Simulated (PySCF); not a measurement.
## Nickel: a sound run and one with changed settings

Sound run: Ni⁺ [Ar] 3d9, Ni²⁺ [Ar] 3d8. All numbers are calculated (PySCF 2.14, the spin-free X2C one-electron Hamiltonian (Gaussian nucleus), in x2c-TZVPall). In the sound run the correlated levels freeze [Ar]. The sound run starts from symmetry-adapted Hartree-Fock orbitals and uses a fine grid where one is needed.

Changed run: no relativity, point nucleus. This setting is unsound on purpose.

```json
{"species": "Ni⁺", "method": "UHF", "sound run (hartree)": "-1518.78573", "changed run (hartree)": "-1502.08178", "converged": "yes"}
{"species": "Ni⁺", "method": "B3LYP", "sound run (hartree)": "-1520.30765", "changed run (hartree)": "-1503.61226", "converged": "yes"}
{"species": "Ni⁺", "method": "M06-L", "sound run (hartree)": "-1520.18932", "changed run (hartree)": "-1503.48659", "converged": "yes"}
{"species": "Ni⁺", "method": "MP2", "sound run (hartree)": "-1519.09365", "changed run (hartree)": "-1502.38611", "converged": "yes"}
{"species": "Ni²⁺", "method": "UHF", "sound run (hartree)": "-1518.23325", "changed run (hartree)": "-1501.51977", "converged": "yes"}
{"species": "Ni²⁺", "method": "B3LYP", "sound run (hartree)": "-1519.62529", "changed run (hartree)": "-1502.92206", "converged": "yes"}
{"species": "Ni²⁺", "method": "M06-L", "sound run (hartree)": "-1519.53349", "changed run (hartree)": "-1502.82503", "converged": "yes"}
{"species": "Ni²⁺", "method": "MP2", "sound run (hartree)": "-1518.43672", "changed run (hartree)": "-1501.72118", "converged": "yes"}
```

Ionisation energy of Ni⁺:

```json
{"method": "UHF", "sound run (eV)": "15.034", "changed run (eV)": "15.293"}
{"method": "B3LYP", "sound run (eV)": "18.568", "changed run (eV)": "18.781"}
{"method": "M06-L", "sound run (eV)": "17.846", "changed run (eV)": "18.002"}
{"method": "MP2", "sound run (eV)": "17.876", "changed run (eV)": "18.094"}
{"method": "SCS-MP2", "sound run (eV)": "17.595", "changed run (eV)": "17.817"}
```

Most of the change in total energy is the relativistic energy itself. On top of that the contraction fixes the core shape for the Hamiltonian it was made with, so the changed run is not a good calculation with the other Hamiltonian either.

For comparison, NIST gives 18.169 eV between the lowest levels.
